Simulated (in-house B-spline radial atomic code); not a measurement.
One electron outside the [He] 2s2 2p6 core: In XXXIX (In38+)

Computed with a B-spline radial code for spherical atoms, no-pair Dirac-Coulomb Hamiltonian, finite nucleus. Rungs: frozen-core Dirac-Hartree-Fock (DHF); Brueckner orbitals from the second-order correlation potential; the same with the Coulomb interaction screened by the core and the hole-particle interaction summed; Breit and QED terms from differences of relaxed Dirac-Fock atoms, where computed. Partial waves beyond l = 6 are extrapolated. The tables show a selection of states; those near core-excited levels, with erratic corrections or far from their DHF start are never shown.

Command:
```bash
python run_mb.py task.json out
```
Settings (nuclear radius in fm, box in bohr, cutoff in hartree):
```
basis_form          2
Z                   49
core_configuration  [He] 2s2 2p6
rms_radius          4.6156
mass_number         115
speed_of_light      137.036
box_radius          5.415
lmax                6
intervals           60
virtual_cutoff      4802.0
```

Cost of the run: 27 s on 1 thread of Intel(R) Xeon(R) Platinum 8375C CPU @ 2.90GHz, on a shared host.

Removal energies (eV):

```csv
state,DHF,second order,screened,Breit + QED,final
3s1/2,2630.29,2631.12,2631.12,-2.43,2628.68
3p1/2,2542.73,2543.79,2543.78,-2.3,2541.49
3p3/2,2487.12,2488.11,2488.1,-1.49,2486.61
3d3/2,2374.3,2375.48,2375.47,-1,2374.47
3d5/2,2361.82,2362.94,2362.93,-0.489,2362.44
4s1/2,1428.33,1428.69,1428.69,-0.961,1427.73
4p1/2,1392.24,1392.68,1392.68,-0.911,1391.77
4p3/2,1369.68,1370.1,1370.1,-0.585,1369.51
4d3/2,1327.08,1327.49,1327.48,-0.369,1327.11
4d5/2,1321.67,?,?,?,?
4f5/2,1299.35,1299.66,1299.66,-,-
4f7/2,1297.14,1297.43,1297.43,-,-
5s1/2,895.832,?,?,?,?
5p1/2,877.695,877.9,877.896,-,-
```

(1) What does correlation do to 4d5/2?

(2) What does correlation do to 5s1/2?

(3) How does the lowest state compare with the NIST ionisation energy?

Electric-dipole lines from 3s1/2 (reduced matrix elements in atomic units, length form, static core polarisation, sign of DHF taken positive):

```json
{"upper": "3p1/2", "DHF": "0.2391", "+ core polarisation": "0.2364", "+ Brueckner": "0.2363", "λ (nm)": "14.219", "A (s⁻¹)": "1.97e+10"}
{"upper": "3p3/2", "DHF": "0.3439", "+ core polarisation": "0.34", "+ Brueckner": "0.3399", "λ (nm)": "8.7268", "A (s⁻¹)": "8.8e+10"}
```

(4) What radiative lifetime does 3d3/2 get from its electric-dipole decays?

Magnetic hyperfine constants per unit nuclear g factor (MHz, nucleus as a uniformly magnetised ball; they apply to isotopes with nuclear spin):

```tsv
state	DHF	+ core polarisation	+ Brueckner
3s1/2	1.042e+06	1.073e+06	1.075e+06
3p1/2	328100	339000	339500
3p3/2	52620	51270	51340
4s1/2	419000	430200	430700
4p1/2	133400	137200	137400
4p3/2	21530	20920	20940
```

Results:

(1) It adds 0.385 eV to the removal energy in second order and 0.3804 eV with screening; Breit and QED add -0.18 eV, for a final 1321.87 eV.

(2) It adds 0.1683 eV to the removal energy in second order and 0.1651 eV with screening, giving 895.997 eV before Breit and QED terms, which weren't computed for this state.

(3) 3s1/2 is bound by 2628.7 eV, without recoil; NIST lists 2628.77 ± 0.08 eV (semi-empirical), a difference of -0.088 eV.

(4) The rates to lower computed states sum to 1.08e+11 s⁻¹, a lifetime of 0.00925 ns.
